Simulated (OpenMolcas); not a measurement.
Sm³⁺.

| Property | Result |
| --- | --- |
| Program | OpenMolcas |
| Method | CASSCF |
| Basis | ANO-R2 [8s6p5d3f1g] |
| Scalar Hamiltonian | X2C, finite nucleus |
| Active space | 5 electrons in 7 orbitals (4f) |
| State averaging | 2S+1 = 6 odd, 21 roots; 2S+1 = 4 odd, 224 roots (128 in the spin-orbit step); 2S+1 = 2 odd, 249 roots kept (CI in the orbitals of an earlier block, 143 in the spin-orbit step) |
| Spin-orbit coupling | RASSI with atomic mean-field integrals over the reference wave functions, term energies averaged over their components |

Levels without dynamic correlation, in cm⁻¹ above 4f⁵ ⁶H°_5/2:

```
              Level      E
        4f⁵ ⁶F°_1/2   8162
     4f⁵ ⁴F°_3/2(1)  22408
4f⁵ ⁴M°_15/2 [74 %]  23948
     4f⁵ ⁴I°_9/2(1)  24440
```

On this reference, MS-CASPT2, IPEA 0.25 Eh, imaginary shift 0.1 Eh (closed shells correlated: 5s 5p) puts 4f⁵ ⁶F°_1/2 at 7110 cm⁻¹.

Question: Estimate the other levels at that method by one scale factor, and say how well it serves.

Answer: The factor is 7110 / 8162 = 0.871. Scaled values beside those that MS-CASPT2 gives:
```json
{"Level": "4f⁵ ⁴F°_3/2(1)", "Scaled": "19517", "MS-CASPT2": "19770", "Miss (%)": "-1.3"}
{"Level": "4f⁵ ⁴M°_15/2 [74 %]", "Scaled": "20859", "MS-CASPT2": "23300", "Miss (%)": "-10.5"}
{"Level": "4f⁵ ⁴I°_9/2(1)", "Scaled": "21287", "MS-CASPT2": "22490", "Miss (%)": "-5.3"}
```
For these levels the scaled values miss MS-CASPT2 by up to 10.5 %, as correlation changes each term by its own factor, spin-orbit parts do not scale and CASPT2 has its own spread within terms. This holds within one configuration; levels of others move differently, and the target method has errors of its own against measurement.

CASPT2 does not keep the components of a term degenerate, so their means are used; among the terms shown or strongly mixed into the levels shown the widest spread is 290 cm-1 (4f⁵ ⁶H°, MS-CASPT2). High states are left out of the spin-orbit mixing, which shifts the levels that they would mix with. Without dynamic correlation excited terms often stand tens of per cent too high (terms of higher spin than the ground term too low), and those without a measured partner can miss by more than the paired ones (holds for CASSCF). Blocks of more than 70 roots (2S+1 = 4 odd, 2 odd) ran without multistate coupling (holds for MS-CASPT2). Only configurations of the active space appear.

A share in square brackets marks a mixed level and gives the weight of the term that names it, the lowest over the columns. A number in round brackets counts repeated terms of one configuration in the order of the reference energies. ° marks odd parity.
